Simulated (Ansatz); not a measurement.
Basis sets compared for the cluster Hg3Te3 (the lowest singlet isomer of a short search). The state is a singlet with charge 0. Geometry B3LYP-D4/def2-SVP. Ansatz on 4 threads of AMD EPYC 7R43 on a shared host; times are rough, and most runs start from earlier orbitals.

```tsv
atom	x (Å)	y (Å)	z (Å)
Hg1	-1.943	0.455	0.118
Hg2	1.350	1.126	0.952
Hg3	0.593	-1.581	-1.070
Te4	-0.922	2.457	1.662
Te5	3.020	-0.707	-0.183
Te6	-2.097	-1.750	-1.480
```

In the def2 sets Hg, Te take a core potential; there is no spin–orbit coupling. The structure comes from a short search, and lower isomers may exist.

Binding counts from free atoms (Hg singlet, Te triplet) in the same basis, without a counterpoise term.

```tsv
level	functions	energy (Eh)	HOMO (eV)	LUMO (eV)	binding per atom (eV)	wall time
PBE-D4/def2-SVP	174	-1264.8002	-5.35	-3.48	1.16	2.8 s
PBE-D4/def2-TZVP	279	-1264.8708	-5.40	-3.51	1.28	5.5 s
PBE0-D4/def2-SVP	174	-1264.7320	-6.35	-2.86	1.10	6 s
PBE0-D4/def2-TZVP (with forces)	279	-1264.8020	-6.35	-2.85	1.24	16 s
```

(1) Estimate the rows for PBE-D4/def2-TZVPD, PBE0-D4/def2-TZVPD.

Answers

(1) 
```csv
level,functions,energy (Eh),HOMO (eV),LUMO (eV),binding per atom (eV),wall time
PBE-D4/def2-TZVPD,315,-1264.8716,-5.41,-3.52,1.28,7 s
PBE0-D4/def2-TZVPD,315,-1264.8027,-6.36,-2.86,1.24,16 s
```
